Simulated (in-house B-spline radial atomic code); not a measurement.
The numbers below are computed, except where a source is named.
**Ba in an electron gas of r_s = 2.67: phase shifts, screening, friction and resistivity**

A nucleus sits in a uniform electron gas with a rigid positive background. The Kohn-Sham equations are solved self-consistently in the spin-unpolarised LDA (PW92), non-relativistic, on B-splines with outgoing waves at the boundary and partial waves to l = 8. The model has no lattice, no bands and no magnetic solution. Atomic units; δ_l are the phase shifts at the Fermi level, counted so that each bound state adds π, and good to about 0.0005. Heavy atoms are models without relativity.

The density parameter is r_s = 2.67 bohr, near that of the valence electrons of Cu (1 per atom, density 8.96 g/cm³, mass 63.55 u, which gives r_s = 2.67).

```json
{"l": "0", "δ_l (rad)": "14.5401"}
{"l": "1", "δ_l (rad)": "11.9530"}
{"l": "2", "δ_l (rad)": "7.4451"}
{"l": "3", "δ_l (rad)": "0.0484"}
{"l": "4", "δ_l (rad)": "-0.0001"}
{"l": "5", "δ_l (rad)": "-0.0001"}
{"l": "6", "δ_l (rad)": "-0.0003"}
{"l": "7", "δ_l (rad)": "-0.0001"}
{"l": "8", "δ_l (rad)": "-0.0002"}
```

Bound levels below the band bottom (hartree): s -7.801, p -6.042, d -2.978, s -0.7283, p -0.2859 and deeper ones.

Q: Check the Friedel sum rule, and say where the screening charge sits.

A: k_F = (9π/4)^(1/3)/r_s = 0.71879. The rule is Z = (2/π) Σ (2l + 1) δ_l. The terms are s 9.257, p 22.829, d 23.698, f 0.216 and -0.007 beyond, in all 55.992 against Z = 56. Bound states hold 10 s, 24 p, 20 d electrons, so the scattering states carry 1.99 in all; where a term is smaller than its bound count, the bound level has drawn weight out of the band.

Q: Find the transport cross section and the electronic stopping of a 5 keV Ba ion (mass 137.33 u).

A: σ_tr = (4π/k_F²) Σ (l + 1) sin²(δ_l − δ_(l+1)). The terms for l = 0 to 3 are 0.2772, 1.9175, 2.4152, 0.0094, all together 4.6193, so σ_tr = 24.323 × 4.6193 = 112.355 bohr². With n = 3/(4π r_s³) = 0.01254, the friction coefficient is Q = n k_F σ_tr = 1.0129. For v well below v_F = 0.719, dE/dx = Q v; with 24801 eV per u at v = 1, v = √(5000/(24801 × 137.33)) = 0.0383, so dE/dx = 0.03881 hartree/bohr = 20 eV/nm. The largest term couples the d and f waves.

Q: What residual resistivity would 1 atomic per cent of such centres give in Cu?

A: Δρ = k_F n_i σ_tr/n in atomic units of 21.74 μΩ·cm. With one host atom per 1 electron, n_i/n = 0.01/1, so Δρ = 0.7188 × 0.01000 × 112.355 × 21.74 = 17.56 μΩ·cm. This is an atom added to the gas, as on an interstitial site.

Q: On a substitutional site the background of one host ion, a sphere holding 1 charge, is taken out. The phase shifts for l = 0 to 4 become 14.4896, 11.9174, 7.1724, 0.0415, 0.0000. What follows?

A: The Friedel sum is now 55.00, for Z − 1 = 55. The sum in σ_tr is 3.9819, so σ_tr = 96.85 bohr² and Δρ = 15.13 μΩ·cm per atomic per cent, 0.86 times the value above. A real host ion scatters too, so this model doesn't give zero even for the host's own atom.
